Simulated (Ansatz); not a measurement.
The O3–H9 bond of CH6OSi (SMILES C[SiH2]O) is stretched (multiplicity 1, the rest rigid).
Geometry at rest (charge 0, multiplicity 1):
```json
[
 {"atom": "Si", "x (Å)": "-0.1644", "y (Å)": "0.4453", "z (Å)": "0.1776"},
 {"atom": "C", "x (Å)": "1.5608", "y (Å)": "-0.2420", "z (Å)": "-0.0259"},
 {"atom": "O", "x (Å)": "-1.3280", "y (Å)": "-0.5822", "z (Å)": "-0.4007"},
 {"atom": "H", "x (Å)": "-0.3266", "y (Å)": "1.6859", "z (Å)": "-0.6099"},
 {"atom": "H", "x (Å)": "-0.3997", "y (Å)": "0.7385", "z (Å)": "1.6162"},
 {"atom": "H", "x (Å)": "1.6951", "y (Å)": "-1.1612", "z (Å)": "0.5492"},
 {"atom": "H", "x (Å)": "2.3015", "y (Å)": "0.4806", "z (Å)": "0.3267"},
 {"atom": "H", "x (Å)": "1.7741", "y (Å)": "-0.4625", "z (Å)": "-1.0736"},
 {"atom": "H", "x (Å)": "-1.4835", "y (Å)": "-1.4062", "z (Å)": "0.0661"}
]
```

Frozen-core correlation.

Run with Ansatz (Gaussian basis) for Hartree–Fock, density functionals and correlated methods. Values without a source in brackets are computed.

FIC-MRCISD+Q on CASSCF(4,3)/cc-pV(D+d)Z, total energies (hartree):

```json
[
 {"R (Å)": "0.960", "CASSCF": "-405.235729", "MRCISD": "-405.643695", "weight c² of the reference": "0.88518"},
 {"R (Å)": "1.680", "CASSCF": "-405.116955", "MRCISD": "-405.514425", "weight c² of the reference": "0.88405"},
 {"R (Å)": "3.071", "CASSCF": "-405.072429", "MRCISD": "-405.461230", "weight c² of the reference": "0.88547"}
]
```

Problem. Add the Davidson correction (E_MRCISD − E_CASSCF)(1 − c²)/c² and give the energies above the first point at the three levels.

Solution. 
Corrections (hartree): -0.052919, -0.052133, -0.050289. Above the first point (kcal/mol):
- R = 1.680 Å: CASSCF 74.5, MRCISD 81.1, with the correction 81.6
- R = 3.071 Å: CASSCF 102.5, MRCISD 114.5, with the correction 116.1

Doubts at one or more of the structures used: active orbitals that take no part (FIC-MRCISD+Q on CASSCF(4,3)/cc-pV(D+d)Z).

Ansatz is a first-principles code.
